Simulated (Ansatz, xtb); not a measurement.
Diatomic BSe, multiplicity 2 (lowest of 2S+1 = 2, 4 at CCSD(T)/def2-TZVPP on PBE0 minima; our sources give no spin for the ground state, which may be another). No spin–orbit coupling. Se is treated without relativity.

Constants: fifth-degree fit in 1/R to seven points, most abundant isotopes. In def2 and cc sets the state is the lowest found near the PBE0 minimum, followed along R.

Codes used: Ansatz (Gaussian orbitals); xtb for the GFN methods. Each number belongs to the level named beside it. The GFN methods have no spin term and hold the electronic entropy of 300 K.

| level | r_e (Å) | ω_e (cm⁻¹) | B_e (cm⁻¹) | ω_e x_e (cm⁻¹) | dipole (D) |
|---|---|---|---|---|---|
| GFN1-xTB | 1.741 | 1129 | 0.574 | 7.2 | - |
| GFN2-xTB | 1.705 | 1125 | 0.599 | 8.3 | - |
| SVWN5/def2-TZVPP | 1.740 | 979 | 0.576 | 4.6 | 0.29 |
| PBE/def2-TZVPP | 1.755 | 955 | 0.565 | 4.7 | 0.30 |
| r2SCAN/def2-TZVPP | 1.744 | 988 | 0.573 | 4.6 | 0.55 |
| B97M-V/def2-TZVPP | 1.743 | 983 | 0.574 | 4.9 | 0.45 |
| B3LYP/def2-TZVPP | 1.747 | 970 | 0.571 | 5.0 | 0.50 |
| PBE0/def2-TZVPP | 1.741 | 994 | 0.575 | 4.7 | 0.52 |
| BHLYP/def2-TZVPP | 1.733 | 1007 | 0.580 | 5.1 | 0.75 |
| CAM-B3LYP/def2-TZVPP | 1.733 | 1003 | 0.580 | 4.9 | 0.60 |
| wB97X-V/def2-TZVPP | 1.736 | 1005 | 0.578 | 5.0 | 0.63 |
| wB97M-V/def2-TZVPP | 1.736 | 999 | 0.578 | 5.1 | 0.60 |
| B2PLYP/def2-TZVPP | 1.748 | 972 | 0.570 | 4.6 | - |
| CCSD/def2-TZVPP | 1.743 | 998 | 0.573 | 4.9 | - |
| CCSD/def2-QZVPP | 1.736 | 1007 | 0.578 | 5.1 | - |
| CCSD(T)/def2-TZVPP | 1.752 | 975 | 0.568 | 5.2 | - |
| CCSD(T)/def2-QZVPP | 1.745 | 983 | 0.572 | 5.3 | - |
| CCSD(T)/CBS(def2-TZVPP, def2-QZVPP) | 1.740 | 991 | 0.576 | 5.4 | - |

Correlated levels freeze the inner cores; with def2 sets outer-core shells near the valence are correlated too. CBS: X⁻³ extrapolation of the correlation energy, Hartree–Fock from the larger set.

Doubts at one or more of the structures used: a spin-contaminated determinant (CCSD/def2-TZVPP, CCSD/def2-QZVPP, CCSD(T)/def2-TZVPP, CCSD(T)/def2-QZVPP, CCSD(T)/CBS(def2-TZVPP, def2-QZVPP)).

Ansatz is a program for electronic structure.
